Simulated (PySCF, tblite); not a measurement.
C7H11O (doublet state).
Cartesian coordinates in Å at the GFN2-xTB level; atoms count from 1:
```
atom  x, y, z in Å
C1     3.0009   -1.2088   -0.4609
C2     1.7760   -0.4940   -0.1957
C3     0.7702    0.1161    0.0616
C4    -0.4299    0.8510    0.3139
C5    -0.4104    2.2333   -0.3169
C6    -1.7278    0.0062   -0.2645
C7    -1.7007   -1.3957    0.3551
O8    -2.7917    0.7107   -0.0442
H9     2.7740   -2.2382   -0.7389
H10    3.6281   -1.2175    0.4303
H11    3.5456   -0.7340   -1.2763
H12   -0.6323    0.9149    1.3864
H13    0.3398    2.8504    0.1755
H14   -1.3873    2.6959   -0.2030
H15   -0.1683    2.1720   -1.3756
H16   -1.4644   -0.0476   -1.3478
H17   -2.5123   -1.9764   -0.0784
H18   -1.8648   -1.3372    1.4285
H19   -0.7544   -1.8918    0.1585
```

Jobs on this species (19 atoms, 61 electrons) with PySCF (density fitting) and tblite. Hardware of each: an Arm Neoverse V2 with one thread (shared host). The host was shared with other jobs, so the times are rough.

```
                                                      level and settings                                                               work  basis functions  SCF cycles  wall time
                                                                GFN2-xTB                                                  L-BFGS relaxation                –           –     0.81 s
                                                                GFN2-xTB                                      Hessian by finite differences                –           –     0.52 s
UKS B3LYP, pcH-1 on C H O, non-relativistic, mean-field spin-orbit, GIAO  unrestricted SCF, g, hyperfine, density and orbital grids written              310           ?          ?
```

**Question.** Fill in the missing figures.

**Answer.** 
- UKS B3LYP, pcH-1 on C H O, non-relativistic, mean-field spin-orbit, GIAO; unrestricted SCF, g, hyperfine, density and orbital grids written: 1.8 min, 21 SCF cycles

**Question.** What do all jobs in the table cost together?

**Answer.** About 1.8 min; the longest takes about 99 % of that, and about 210 times as long as the shortest.
